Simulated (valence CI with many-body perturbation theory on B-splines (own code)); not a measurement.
Values are calculated unless marked as measured or tabulated.
**From CI to CI+MBPT in Ag XXXII**

Level of theory: relativistic CI+MBPT: six valence electrons over a frozen Dirac-Fock core [Ne], radial functions for each j: 9 s, 9 p, 8 d, 6 f, 3 g, 1 h, with the one-electron correlation potential Σ1, the two-electron term Σ2, the three-electron term Σ3, Breit, model QED; selected CI, second order for the rest, scaled by the run's own slope (own B-spline code, finite nucleus).

No measured spectrum was set against this ion. As an estimate, large intervals hold to a few tenths of a per cent, small ones and those within an open d or f shell to about a per cent. Among the levels kept, up to 1500 cm⁻¹ of a level comes from second order outside the variational space, and about a tenth of that is noise between levels of different J, which matters for small intervals.

Each rung adds one term. CI alone is the Dirac-Coulomb CI over the frozen core; QED comes last and gives the full result, which names the levels. Energies are above (3s^2 3p1/2^2 3p3/2^2) J=2 on the same rung, in cm⁻¹.

Levels are named by their leading jj configuration (3d3/2^4 stands for four electrons in 3d with j = 3/2), which in mixed levels can hold well under half, so a name can repeat and another be missing. Letters in brackets count levels of one name in rising energy.

| Level | CI alone |
| --- | --- |
| (3s^2 3p1/2^2 3p3/2^2) J=0 | 82038 |
| (3s^2 3p1/2 3p3/2^3) J=1 | 311787 |
| (3s^2 3p1/2 3p3/2^3) J=2 | 361050 |
| (3s^2 3p3/2^4) J=0 | 708922 |
| (3s 3p1/2^2 3p3/2^3) J=2 | 997514 |
| (3s^2 3p1/2^2 3p3/2 3d3/2) J=1 | 1031570 |
| (3s^2 3p1/2^2 3p3/2 3d3/2) J=2 | 1052060 |
| (3s^2 3p1/2^2 3p3/2 3d3/2) J=0 | 1066890 |
| (3s^2 3p1/2^2 3p3/2 3d3/2) J=3 | 1069020 |
| (3s^2 3p1/2^2 3p3/2 3d5/2) J=4 | 1132790 |
| (3s 3p1/2^2 3p3/2^3) J=1 | 1164090 |
| (3s^2 3p1/2^2 3p3/2 3d5/2) J=2 | 1191170 |
| (3s^2 3p1/2^2 3p3/2 3d5/2) J=3 | 1236510 |
| (3s^2 3p1/2^2 3p3/2 3d5/2) J=1 | 1288930 |
| (3s^2 3p1/2 3p3/2^2 3d3/2) J=0 | 1300610 |
| (3s^2 3p1/2 3p3/2^2 3d3/2) J=1 [a] | 1322160 |

(1) What do these energies become with core correlation, Breit and QED?

(2) How does the ionisation energy move along the ladder, and which term matters most?

## Answers

(1) (3s^2 3p1/2^2 3p3/2^2) J=0 82010 (-28); (3s^2 3p1/2 3p3/2^3) J=1 308844 (-2943); (3s^2 3p1/2 3p3/2^3) J=2 356934 (-4116); (3s^2 3p3/2^4) J=0 701983 (-6938); (3s 3p1/2^2 3p3/2^3) J=2 991383 (-6131); (3s^2 3p1/2^2 3p3/2 3d3/2) J=1 1025050 (-6521); (3s^2 3p1/2^2 3p3/2 3d3/2) J=2 1044310 (-7746); (3s^2 3p1/2^2 3p3/2 3d3/2) J=0 1060230 (-6661); (3s^2 3p1/2^2 3p3/2 3d3/2) J=3 1060230 (-8787); (3s^2 3p1/2^2 3p3/2 3d5/2) J=4 1121850 (-10938); (3s 3p1/2^2 3p3/2^3) J=1 1155670 (-8424); (3s^2 3p1/2^2 3p3/2 3d5/2) J=2 1180460 (-10713); (3s^2 3p1/2^2 3p3/2 3d5/2) J=3 1225000 (-11503); (3s^2 3p1/2^2 3p3/2 3d5/2) J=1 1277690 (-11235); (3s^2 3p1/2 3p3/2^2 3d3/2) J=0 1291960 (-8652); (3s^2 3p1/2 3p3/2^2 3d3/2) J=1 [a] 1312230 (-9928).

(2) CI alone 1892.4, + Σ1 1893.2, + Σ2 1893.3, + Σ3 1892.8, + Breit 1891.8, + QED 1891.7 eV. The largest step is Breit, -1.0 eV. NIST lists 1888 ± 2.4 eV (semi-empirical).
